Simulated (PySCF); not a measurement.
# Spin-rotation constants: SMILES B[C@@H]1C[C@@H]2CCC[C@@H]21, C7H13B

Molfile (atoms numbered from 1):
```
C7H13B
     RDKit          3D

 21 22  0  0  0  0  0  0  0  0999 V2000
    2.0216    1.1122   -0.4861 B   0  0  0  0  0  0  0  0  0  0  0  0
    1.4145   -0.3197   -0.3310 C   0  0  2  0  0  0  0  0  0  0  0  0
    0.4120   -0.8652   -1.3711 C   0  0  0  0  0  0  0  0  0  0  0  0
   -0.5873   -1.1878   -0.2494 C   0  0  2  0  0  0  0  0  0  0  0  0
   -1.7992   -0.2613   -0.1838 C   0  0  0  0  0  0  0  0  0  0  0  0
   -1.2559    1.0209    0.4502 C   0  0  0  0  0  0  0  0  0  0  0  0
   -0.2691    0.5073    1.4969 C   0  0  0  0  0  0  0  0  0  0  0  0
    0.4135   -0.6692    0.8065 C   0  0  2  0  0  0  0  0  0  0  0  0
    2.4534    1.6760    0.4433 H   0  0  0  0  0  0  0  0  0  0  0  0
    2.1057    1.6015   -1.5459 H   0  0  0  0  0  0  0  0  0  0  0  0
    2.2889   -0.9797   -0.2572 H   0  0  0  0  0  0  0  0  0  0  0  0
    0.7601   -1.7371   -1.9232 H   0  0  0  0  0  0  0  0  0  0  0  0
    0.0549   -0.1240   -2.0842 H   0  0  0  0  0  0  0  0  0  0  0  0
   -0.8664   -2.2394   -0.1840 H   0  0  0  0  0  0  0  0  0  0  0  0
   -2.5653   -0.6966    0.4611 H   0  0  0  0  0  0  0  0  0  0  0  0
   -2.2386   -0.0893   -1.1665 H   0  0  0  0  0  0  0  0  0  0  0  0
   -2.0423    1.6401    0.8808 H   0  0  0  0  0  0  0  0  0  0  0  0
   -0.7196    1.6108   -0.2953 H   0  0  0  0  0  0  0  0  0  0  0  0
    0.4355    1.2708    1.8198 H   0  0  0  0  0  0  0  0  0  0  0  0
   -0.8139    0.1467    2.3723 H   0  0  0  0  0  0  0  0  0  0  0  0
    0.7886   -1.4002    1.5226 H   0  0  0  0  0  0  0  0  0  0  0  0
  1  2  1  0
  2  3  1  0
  3  4  1  0
  4  5  1  0
  5  6  1  0
  6  7  1  0
  7  8  1  0
  8  2  1  0
  8  4  1  0
  1  9  1  0
  1 10  1  0
  2 11  1  1
  3 12  1  0
  3 13  1  0
  4 14  1  1
  5 15  1  0
  5 16  1  0
  6 17  1  0
  6 18  1  0
  7 19  1  0
  7 20  1  0
  8 21  1  1
M  END
```

Level of theory: PySCF, GIAO PBE/pcSseg-1 magnetisability, rotational g tensor and spin-rotation constants, non-relativistic, gas phase. Geometry: GFN2-xTB.

Question: Give the nuclear spin-rotation constants along the inertial axes (H = +C I·J) beside the isotropic shieldings.

Answer: Rotational constants 3.0529, 2.1505, 1.7333 GHz. A star marks the isotopologue with that one atom substituted, in its own axes.
```csv
atom,isotope,Caa (kHz),Cbb (kHz),Ccc (kHz),mean (kHz),σ (ppm)
B1,11B,0.696,1.081,0.829,0.869,-2.8
H9,1H,-0.287,0.233,-0.110,-0.055,23.1
H10,1H,-0.228,-0.147,0.165,-0.070,23.0
H11,1H,-0.083,-0.233,-0.078,-0.131,29.1
H12,1H,-0.240,0.049,-0.186,-0.126,28.8
H13,1H,-0.352,-0.238,0.080,-0.170,29.7
H14,1H,-0.296,-0.045,-0.084,-0.141,28.9
H15,1H,-0.016,-0.235,-0.126,-0.126,30.1
H16,1H,-0.324,-0.166,-0.007,-0.166,30.0
H17,1H,-0.052,-0.144,-0.175,-0.123,29.8
H18,1H,-0.122,-0.256,-0.062,-0.147,30.4
H19,1H,-0.199,-0.003,-0.192,-0.131,29.5
H20,1H,-0.109,-0.223,-0.088,-0.140,30.2
H21,1H,-0.317,-0.245,0.120,-0.147,28.0
C2,13C*,0.513,0.428,0.370,0.437,135.1
C3,13C*,0.468,0.440,0.308,0.406,144.6
C4,13C*,0.627,0.355,0.305,0.429,142.5
C5,13C*,0.549,0.380,0.327,0.418,142.4
C6,13C*,0.556,0.316,0.278,0.383,154.6
C7,13C*,0.536,0.364,0.323,0.407,145.8
C8,13C*,0.544,0.398,0.417,0.453,130.1
```
For the geometry as given, no vibrational averaging.

Question: How do the rotational constants and the g tensor change when H9, H10, H11, H12, H13, H14, H15, H16, H17, H18, H19, H20, H21 are replaced by deuterium?

Answer: Constants 2.3773, 1.7386, 1.4190 GHz; g -0.0061, -0.0183, -0.0188, against -0.0079, -0.0226, -0.0230 before.
